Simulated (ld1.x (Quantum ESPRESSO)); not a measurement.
**Configuration tests for Pt (TM semilocal)**

```
Element                 : platinum
Generator               : ld1.x (Quantum ESPRESSO) 7.5
Type                    : norm-conserving Troullier–Martins (semilocal form)
Functional              : BLYP
Relativity              : scalar-relativistic
Frozen core             : [Kr] 4d10
Valence charge          : 32
Reference configuration : 4f14 5s2 5p6 5d9 6s0.75 6p0.25
Partial waves           : 5s (bound): rc 0.90 bohr; 5d (bound): rc 2.20 bohr; 4f (bound): rc 0.65 bohr; 5p (bound): rc 1.35 bohr
Local potential         : the p channel
Core correction         : none
```

Occupied shells without a wave of their own: 6p, 6s. They enter only through the test configuration that unscreens the potential.

Energies are relative to the spin-unpolarised reference configuration 4f14 5s2 5p6 5d9 6s0.75 6p0.25; without spin polarisation the order of configurations can differ from experiment.

Question: Give the all-electron excitation energy and the error of the potential for: 4f14 5s2 5p6 5d9 6s1 6p0; 4f14 5s2 5p6 5d9 6s0 6p0; 4f14 5s2 5p6 5d8 6s0 6p0; 4f14 5s1 5p6 5d9 6s1 6p0; 4f14 5s2 5p6 5d10 6s0 6p0; 4f14 5s2 5p6 5d8 6s2 6p0; 4f14 5s2 5p6 5d8 6s1 6p1.

Answer:

```json
{"valence configuration": "4f14 5s2 5p6 5d9 6s1 6p0", "charge": "0", "ΔE all-electron (eV)": "-1.208", "error AE − PS (meV)": "+24"}
{"valence configuration": "4f14 5s2 5p6 5d9 6s0 6p0", "charge": "+1", "ΔE all-electron (eV)": "8.033", "error AE − PS (meV)": "-134"}
{"valence configuration": "4f14 5s2 5p6 5d8 6s0 6p0", "charge": "+2", "ΔE all-electron (eV)": "27.911", "error AE − PS (meV)": "-200"}
{"valence configuration": "4f14 5s1 5p6 5d9 6s1 6p0", "charge": "+1", "ΔE all-electron (eV)": "107.258", "error AE − PS (meV)": "-78"}
{"valence configuration": "4f14 5s2 5p6 5d10 6s0 6p0", "charge": "0", "ΔE all-electron (eV)": "-1.115", "error AE − PS (meV)": "-88"}
{"valence configuration": "4f14 5s2 5p6 5d8 6s2 6p0", "charge": "0", "ΔE all-electron (eV)": "-0.308", "error AE − PS (meV)": "+170"}
{"valence configuration": "4f14 5s2 5p6 5d8 6s1 6p1", "charge": "0", "ΔE all-electron (eV)": "5.216", "error AE − PS (meV)": "+81"}
```

ld1.x printed “convergence not achieved” for 7 of the counted tests; their residual had stalled under 1e-8, short of the target of 1e-14. The 6p, 6s levels have no wave, so the channel is fitted at the deeper level alone: the likely source of the large errors.

A Bessel basis up to 400 Ry misses an occupied level by 1.14 Ry, so cutoffs and ghosts were not judged.
